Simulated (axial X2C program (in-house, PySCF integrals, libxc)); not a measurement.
# Worked dissociation energy of NaCs⁺: HF, without spin–orbit coupling

Computed with an in-house relativistic program for diatomic molecules. Spin-free means the one-electron spin-free X2C Hamiltonian. Basis: Cs dyall-cv3z [15s15p9d4f1g], Na dyall-cv3z [9s8p5d2f] (cores contracted in-house); Gaussian nuclei, density fitting, unrestricted open shells. Masses: Cs 132.905 u, Na 22.990 u.

Molecular state: M_S = 1/2, Λ = 0 (beyond evenly filled blocks: σα).

```
E(Cs+) (2M_S = 0, M_L = 0) : -7783.005905 hartree
E(Na) (2M_S = 1, M_L = 0)  : -162.068096 hartree
E(NaCs⁺) at Re             : -7945.085692 hartree
ωe                         : 60.8 cm⁻¹
ωexe                       : 0.291 cm⁻¹
```

Question: Work out De and D0.

Answer: De = -7783.005905 + (-162.068096) − (-7945.085692) = 0.01169 hartree = 0.318 eV. The zero-point energy is ωe/2 − ωexe/4 = 30 cm⁻¹ = 0.004 eV, so D0 = 0.314 eV.

One determinant describes the state; a PBE0 search over occupations chose it and may have missed a lower one. De is counted from the lowest determinant-based energies of the atoms at the same level, without counterpoise correction.

Hartree–Fock lacks correlation and underbinds, often by eV.

Each atomic determinant is the lowest at this level and need not be a pure term. Totals compare only within one Hamiltonian and basis.
